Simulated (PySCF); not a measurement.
Compound: C3H13NSi2.
Numbering: `[CH3:1][CH:2]([CH3:3])[N:4]([SiH3:5])[SiH3:6]` (hydrogens: H7, H8, H9 on C1; H10 on C2; H11, H12, H13 on C3; H14, H15, H16 on Si5; H17, H18, H19 on Si6)

A GFN2-xTB structure was refined with PBE0-D3(BJ)/def2-SVP geometry optimisation, gas phase (PySCF 2.14.0). Its GFN2-xTB values:

```tsv
coordinate	GFN2-xTB
C1–C2	1.526 Å
C1–H7	1.088 Å
C2–N4	1.458 Å
C2–H10	1.098 Å
N4–Si5	1.735 Å
Si5–H14	1.469 Å
Si5–H15	1.456 Å
C1–C2–C3	110.9°
C1–C2–N4	112.2°
C2–N4–Si5	114.9°
C2–N4–Si6	120.0°
Si5–N4–Si6	125.0°
C1–C2–N4–Si5	130°
```

Q: How do these coordinates change at the PBE0-D3(BJ)/def2-SVP level?

A: 
```
  coordinate  PBE0-D3(BJ)/def2-SVP (Å or °)  change
     Si5–H15                          1.491  +0.035
     Si5–H14                          1.499  +0.030
       C2–N4                          1.476  +0.018
       C1–H7                          1.100  +0.012
      C2–H10                          1.108  +0.010
      N4–Si5                          1.744  +0.009
       C1–C2                          1.523  -0.003
    C1–C2–C3                          112.1    +1.2
   C2–N4–Si6                          121.0    +1.0
  Si5–N4–Si6                          124.1    -0.9
    C1–C2–N4                          111.9    -0.3
   C2–N4–Si5                          114.9     0.0
C1–C2–N4–Si5                            133      +3
```

The energy falls by 11.5 kJ/mol over 8 energy and gradient evaluations, the largest force component goes from 0.0128 to 1.7e-04 Eh/bohr, and the atoms move by 0.096 Å rms after alignment. The bond that changes most is Si5–H15 (SiH3 silicon to Si–H hydrogen), which lengthens by 0.035 Å. Bonds longer at the end by more than 0.005 Å: 16 of 18; shorter: 0. Rotational constants go from 2388, 1846, 1355 to 2338, 1831, 1326 MHz.

The run used 157 basis functions and 48 SCF cycles in all.

No frequency check. One conformer, not necessarily the lowest.

Shape of the structure used: `[CH3:1][CH:2]([CH3:3])[N:4]([SiH3:5])[SiH3:6]`: C1–C2–N4–Si5 133°.
